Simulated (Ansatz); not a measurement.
Two structures of SiNH$_{8}$OF, closed shell, reached by relaxing down either side of one saddle point (PBE0-D4/def2-TZVP). Energies are electronic, without zero-point energy. Program: Ansatz 0.2.0. Basis: def2-TZVPP and def2-QZVPP. Cores are frozen in the correlated methods. Extrapolation: Hartree–Fock as exp(−7.88 √X), correlation as X^−2.97. First:

| atom | x (Å) | y (Å) | z (Å) |
| --- | --- | --- | --- |
| Si1 | -0.7526 | -0.1024 | 0.4167 |
| H2 | 0.5234 | 0.6441 | 0.7253 |
| H3 | -1.0034 | 0.0205 | -1.0368 |
| H4 | -0.5782 | -1.4864 | 0.9011 |
| N5 | -2.1126 | 0.5668 | 1.2237 |
| H6 | 2.0679 | -0.6914 | -1.3202 |
| O7 | 1.4827 | -1.4067 | -1.0457 |
| H8 | 1.6173 | 1.1230 | -0.2670 |
| F9 | 2.3092 | 1.2845 | -0.8788 |
| H10 | -2.2348 | 0.4344 | 2.2144 |
| H11 | -2.5098 | 1.4420 | 0.9240 |
| H12 | 1.1907 | -1.8282 | -1.8566 |

Second:

Si1  (-0.811, -0.989, -0.208)
H2  (1.339, 1.523, 2.194)
H3  (-1.985, -1.710, -0.757)
H4  (0.004, -1.777, 0.736)
N5  (-1.404, 0.409, 0.544)
H6  (1.681, -0.019, -1.013)
O7  (0.271, -0.742, -1.466)
H8  (1.648, 1.347, 1.536)
F9  (2.416, 0.456, -0.653)
H10  (-0.816, 1.012, 1.096)
H11  (-2.262, 0.854, 0.267)
H12  (-0.080, -0.365, -2.276)
(Å)

(1) Which bonds change from the first to the second?

(2) Give the saddle point's structure and its height above each. (An estimate is asked for; the value comes from the calculation.)

The T1 diagnostic stays at or below 0.012.

## Answers

(1) SiNH₅ ([NH2][SiH3]) + H₂O + HF → SiNH₅O ([NH2][SiH2][OH]) + HF + H₂; bonds formed: Si1–O7, H2–H8, H6–F9; bonds broken: Si1–H2, H6–O7, H8–F9.

(2) The calculation gives: 96.0 kJ/mol above the first and 194.7 kJ/mol above the second (CCSD(T) at an estimated basis limit (MP2 extrapolated from triple and quadruple zeta, plus CCSD(T) − MP2 in triple zeta)).
```csv
atom,x (Å),y (Å),z (Å)
Si1,-0.4736,-0.6303,0.2784
H2,0.7938,0.2706,1.0445
H3,-1.4554,-1.3384,-0.6314
H4,-0.1280,-1.7044,1.2430
N5,-1.4355,0.7393,0.5830
H6,1.4759,0.0686,-1.0165
O7,0.7381,-0.6735,-1.0996
H8,1.5071,0.7311,0.4602
F9,2.1955,1.0269,-0.3751
H10,-1.1549,1.5020,1.1746
H11,-2.4035,0.7655,0.3101
H12,0.3406,-0.7573,-1.9713
```

Labels in which every atom is bracketed show which atoms are joined, not bond orders.

For scale, one of the runs: CCSD(T)/def2-TZVPP, 247 basis functions, launched by `ansatz run in.yaml --threads 4 --pin off --events-out ev --progress --plain --max-ram 9574MiB`. The run took 2.2 min on 4 CPU threads of an Arm Neoverse V1 (shared host), with 5.3 GiB of host memory at its peak.
